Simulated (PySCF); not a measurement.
Dipole response of Re (rhenium, neutral)

[Xe] 4f14 5d5 6s2, high-spin 6S determinant. Calculation: PySCF 2.14, in ANO-RCC-VTZP (8s7p5d3f2g1h, 104 functions); scalar relativity by spin-free X2C-1e. Coupled (time-dependent) response in atomic units; α is the mean over directions. The basis has no added diffuse functions, which lowers α and C₆.

| method | mean α (bohr³) | C₆ (like pair) | S(−4) |
| --- | --- | --- | --- |
| PBEsol | 46.39 | 505.4 | 685.1 |

S(−4) is the Cauchy moment in α(ω) = α(0) + S(−4) ω² + …

Reference α: 62 ± 3 bohr³ (recommended; Schwerdtfeger and Nagle, table of static dipole polarizabilities (2023 update)). Published C₆: 663.0 (Gould and Bucko (2016)).

α(iu) at PBEsol:

```tsv
u (hartree)	α(iu) (bohr³)
0	46.39
0.0500	44.76
0.100	40.66
0.200	30.54
0.300	22.44
0.500	13.52
0.750	8.802
1.00	6.502
1.50	4.173
2.00	2.958
3.00	1.729
5.00	0.8228
```

Spin-orbit coupling, which splits the p, d and f shells strongly at this Z, is absent.
